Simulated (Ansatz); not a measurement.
```yaml
crystal:
  periodic: [false, false, false]
  atoms:
    - {symbol: Cl, position_ang: [-1.556222, -3.370214, 0.884925]}
    - {symbol: Al, position_ang: [-0.673834, -1.102545, 0.013836]}
    - {symbol: C, position_ang: [0.665859, 0.850483, 0.147945]}
    - {symbol: S, position_ang: [-0.699910, 0.757119, -1.842997]}
    - {symbol: H, position_ang: [1.986040, 0.862145, -0.173521]}
    - {symbol: H, position_ang: [0.330817, 1.922885, 0.912187]}
basis:
  gaussian: {orbitals: "6-311G**"}
hamiltonian: {xc: {name: BLYP}, dispersion: d3bj}
output: {forces: true}
```

```sh
$ ansatz run in.yaml --threads 2 --pin off --events-out ev --progress --plain --max-ram 4352MiB
```

Question: How does Ansatz answer? (Estimate.)

Answer: Ansatz gave: The input was rejected before any iteration.
```
Error: <dir> can't be read: No such file or directory (os error 2)
```
